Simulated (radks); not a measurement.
The gold ion Au10+ is in [Xe] 4f14 5d1. All-electron calculation, non-relativistic Kohn-Sham, PBE, spin-polarised, spherical densities, point nucleus. Program: a radial shooting solver on a logarithmic mesh with Libxc functionals. Open shells are filled with parallel spins first. One electron is removed from 5s, 5d, 4f, 5p in turn, with full relaxation. Which removal costs least, and what does each cost?

Answer. 5d 169.04 eV; 5p 224.47 eV; 5s 257.92 eV; 4f 285.72 eV. The 5d electron leaves first.
